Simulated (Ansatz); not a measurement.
Task: Name a neutral molecule of B, C, Ge, N and H with HOMO–LUMO gap (PBE/def2-TZVPP) between 2.20 and 2.50 eV and size of the dipole moment (B3LYP/def2-TZVPP) between 1.45 and 1.75 D (Ansatz, PBE0-D4/def2-TZVP geometry).

Result: `BC(=C)[NH][GeH3]` (2.36 eV, 1.46 D); `[BH2][GeH2][C](C)=N` (2.29 eV, 1.74 D). Other molecules can fit too; these were computed, each in one conformer that needn't be the lowest.

B3LYP here is the variant with VWN-RPA as its local correlation; programs differ in this.
